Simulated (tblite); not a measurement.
**Question.** Give a GFN2-xTB geometry of InChI=1S/C4H6Si/c1-2-4-5-3-1/h1-4H,5H2.

**Answer.** 
```
atom  x, y, z in Å
C1    -1.0265    0.7862   -0.3678
C2     0.2140    1.2774   -0.2665
Si3    1.3913   -0.0983    0.2641
C4    -0.0738   -1.2869    0.2884
C5    -1.1853   -0.6291   -0.0613
H6    -1.8912    1.3691   -0.6556
H7     0.4423    2.3103   -0.4706
H8     1.9853    0.1212    1.5838
H9     2.3944   -0.4306   -0.7488
H10   -0.0791   -2.3357    0.5345
H11   -2.1660   -1.0811   -0.1262
```

Any rigid rotation of these coordinates is as good. Atoms count from 1 in this order. The C–C distances run from 1.338 Å (C1=C2, drawn double) to 1.457 Å (C1–C5, drawn single), a spread of 0.119 Å. Si3 (SiH2 silicon) has angles from 88.8° to 113.5°. The 5 heavy atoms lie in one plane (0.000 Å rms). The 5-membered ring C1–C2–Si3–C4–C5 has internal angles of 88.8° to 116.2° (sum 540°, against 540° for a flat polygon); it is planar, 0.00 Å rms from its mean plane, widest ring torsion 0°.

Bonds between heavy atoms (Å): C1=C2 1.338, C2–Si3 1.887, Si3–C4 1.887, C4=C5 1.338, C1–C5 1.457.

The geometry is computed with GFN2-xTB (gas phase).

Point group: C2v (every atom within 0.08 Å of its image). Its GFN2-xTB frequencies are all real (lowest 230 cm⁻¹).

Time: 0.13 s wall. Hardware: one thread, Arm Neoverse N1 (aarch64), no GPU (shared host). This is the geometry optimisation.
